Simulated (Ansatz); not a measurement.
Consider the ligand exchange at the Si–C bond: `[SiH3]C[CH2][GeH3]` + `[OH][In]([Cl])[O][SiH3]` → `[SiH3][O][In]([Cl])[O][SiH3]` + `C[CH2][GeH3]`.

Calculated with Ansatz (gas phase, PBE0-D4/def2-TZVP geometries, no zero-point term in ΔE). CCSD(T)/CBS is the MP2 limit (def2-TZVPP, def2-QZVPP) plus CCSD(T) − MP2 in def2-TZVPP, frozen cores. DFT in def2-TZVPP. Elements past krypton have def2 core potentials. For Ge, In outer-core shells are correlated without core-valence functions, which leaves a few kJ/mol of doubt a bond. Scalar relativity is left out up to krypton. One conformer a species, not always the lowest.

| level | ΔE (eV) |
| --- | --- |
| ωB97M-V | -1.10 |
| MP2/def2-TZVPP | -1.15 |

Task: What does CCSD(T)/CBS give? (Estimate.)

Result: Computed: -1.13 eV. The listed levels differ from it by 0.03, -0.02 eV.

Largest T1 diagnostic among the species: 0.015.

In def2-TZVPP, CCSD(T) changes the Hartree–Fock value by +0.28 eV (the triples alone add +0.04 eV) and MP2 by +0.27 eV. From PBE to PBE0 (25 % exact exchange), in def2-TZVPP and without D4, ΔE moves by −0.08 eV.
